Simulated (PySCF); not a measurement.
A structure optimised at PBE0-D3(BJ)/def2-SVP, used in a PySCF frequency run:

```xyz
11

N     -1.6666    -1.1039     1.0418
Si    -1.0115     0.1523     0.0649
O     -0.5078     1.5546     0.8268
Si     1.0009    -0.5982    -0.8873
F      2.0785     0.5013    -0.2931
H     -1.0909    -1.5962     1.7160
H     -2.6283    -1.0495     1.3606
H     -2.0935     0.5168    -0.8892
H      0.4516     1.6527     0.8596
H      1.4491    -1.9475    -0.4256
H      1.0829    -0.5549    -2.3776
```

Problem. Write its SMILES and formula.

Solution. N[Si@@H](O)[SiH2]F, FH6NOSi2

Problem. What are its rotational constants (standard atomic weights)?

Solution. 4.5890, 1.9903, 1.5791 GHz
